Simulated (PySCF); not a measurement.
Rh(Cp)(CO)2, C7H5O2Rh, singlet, GFN2-xTB optimised geometry.

```
15

Rh    -0.28    -0.27     0.00
C      0.80     0.05     1.92
C      0.84     1.29     1.24
C      1.49     1.07     0.00
C      2.02    -0.27     0.00
C      1.59    -0.89     1.18
H      0.48    -0.09     2.94
H      0.49     2.24     1.62
H      1.79     1.84    -0.70
H      2.72    -0.66    -0.72
H      1.90    -1.86     1.54
O     -2.72    -1.84     0.74
C     -1.78    -1.24     0.48
O     -1.49     0.08    -2.72
C     -1.01    -0.05    -1.68
```

Density from CAM-B3LYP/def2-TZVP, def2 effective core potentials past Kr in PySCF at that geometry. The core electrons that the potentials of Rh replace are not part of the density.

Minimum of the electron density along straight lines between bonded atoms, close to the bond critical point (lines longer than 1.1 times the sum of covalent radii, or with two minima, are not listed):

| bond | length / Å | ρ at the minimum / e bohr⁻³ | ∇²ρ there / e bohr⁻⁵ | position (fraction from the first atom) |
|---|---|---|---|---|
| Rh1–C2 | 2.224 | 0.078 | 0.21 | 0.52 |
| Rh1–C3 | 2.287 | 0.069 | (withheld) | 0.53 |
| C2–C3 | 1.417 | 0.303 | -0.83 | 0.50 |
| Rh1–C4 | 2.220 | 0.078 | 0.21 | 0.52 |
| C3–C4 | 1.418 | 0.303 | -0.83 | 0.50 |
| Rh1–C5 | 2.301 | 0.067 | 0.22 | 0.53 |
| C4–C5 | 1.435 | 0.293 | -0.79 | 0.50 |
| Rh1–C6 | 2.299 | 0.067 | 0.22 | 0.53 |
| C2–C6 | 1.436 | 0.293 | -0.79 | 0.50 |
| C5–C6 | 1.401 | 0.313 | -0.88 | 0.50 |
| C2–H7 | 1.081 | 0.288 | -1.05 | 0.65 |
| C3–H8 | 1.079 | 0.288 | -1.05 | 0.65 |
| C4–H9 | 1.081 | 0.287 | -1.05 | 0.65 |
| C5–H10 | 1.079 | 0.288 | -1.05 | 0.65 |
| C6–H11 | 1.079 | 0.288 | -1.05 | 0.65 |
| O12–C13 | 1.146 | 0.487 | 0.44 | 0.66 |
| O14–C15 | 1.146 | 0.487 | 0.44 | 0.66 |

Question: Complete the blanks.

Answer: 
- Rh1–C3, ∇²ρ there / e bohr⁻⁵: 0.24
